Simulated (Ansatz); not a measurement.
Mulliken charges of CH5BClGeN, SMILES `Cl[B]1C[NH][GeH2]1` from PBE/def2-TZVPP in Ansatz (PBE0-D4/def2-TZVP geometry).

```json
{"atom": "Cl1", "x (Å)": "-1.952", "y (Å)": "-0.450", "z (Å)": "2.143", "charge (e)": "-0.074"}
{"atom": "B2", "x (Å)": "-0.816", "y (Å)": "-0.134", "z (Å)": "0.884", "charge (e)": "0.113"}
{"atom": "C3", "x (Å)": "0.516", "y (Å)": "-0.890", "z (Å)": "0.523", "charge (e)": "-0.084"}
{"atom": "N4", "x (Å)": "1.065", "y (Å)": "0.058", "z (Å)": "-0.462", "charge (e)": "-0.319"}
{"atom": "Ge5", "x (Å)": "-0.444", "y (Å)": "1.130", "z (Å)": "-0.717", "charge (e)": "0.126"}
{"atom": "H6", "x (Å)": "1.191", "y (Å)": "-1.088", "z (Å)": "1.368", "charge (e)": "0.085"}
{"atom": "H7", "x (Å)": "0.244", "y (Å)": "-1.879", "z (Å)": "0.111", "charge (e)": "0.086"}
{"atom": "H8", "x (Å)": "1.629", "y (Å)": "-0.337", "z (Å)": "-1.198", "charge (e)": "0.128"}
{"atom": "H9", "x (Å)": "-1.209", "y (Å)": "0.901", "z (Å)": "-2.044", "charge (e)": "-0.039"}
{"atom": "H10", "x (Å)": "-0.141", "y (Å)": "2.637", "z (Å)": "-0.606", "charge (e)": "-0.022"}
```

**Question.** By hand: the dipole of these point charges (1 e Å = 4.8032 D).

**Answer.** Σ q r = (-0.006, -0.174, 0.020) e Å, of length 0.175 e Å = 0.84 D.

**Question.** How does the dipole of the full density compare? (Best estimate.)

**Answer.** The calculation gave: (0.012, -0.175, -0.105) e Å, 0.98 D; the point charges give 0.86 times that, at 38° from its direction.

Point charges leave out the atoms' own dipoles, such as those of lone pairs, and Mulliken's split depends on the basis, so the two needn't agree.
